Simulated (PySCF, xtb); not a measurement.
C₃F₆O, SMILES O=C(C(F)(F)F)C(F)(F)F. Atoms are numbered in the order given.

```xyz
10

O      0.0000     0.0000     1.9287
C      0.0000     0.0000     0.7247
C      1.3241    -0.0037    -0.0979
F      2.3426    -0.3983     0.6698
F      1.5692     1.2439    -0.5459
F      1.2232    -0.8304    -1.1574
C     -1.3241     0.0037    -0.0979
F     -1.5692    -1.2439    -0.5459
F     -2.3426     0.3983     0.6698
F     -1.2232     0.8304    -1.1574
```

The structure is a stationary point at PBE-D3(BJ)/def2-SVP.

Computed with C-PCM-B3LYP/def2-SVP in PySCF.

The values are the electrostatic part of the solvation free energy, E(continuum) − E(gas) at the gas-phase geometry, in a cavity of scaled van der Waals radii (PySCF's table); cavitation and dispersion terms are not included. In vacuum the orbital gap is 5.86 eV. The dipole moment in vacuum is 0.40 D.

Computed values in water (ε = 78.36), acetonitrile (ε = 35.69), N,N-dimethylformamide (ε = 37.22):
```tsv
solvent	ε	ΔG(elec) (kcal/mol)	dipole (D)	gap (eV)
water	78.36	-2.4	0.50	5.93
acetonitrile	35.69	-2.4	0.50	5.93
N,N-dimethylformamide	37.22	-2.4	0.50	5.93
```

For comparison, GFN2-xTB/ALPB(water) (xtb, at the GFN2-xTB geometry, all terms of that model) gives 2.2 kcal/mol.
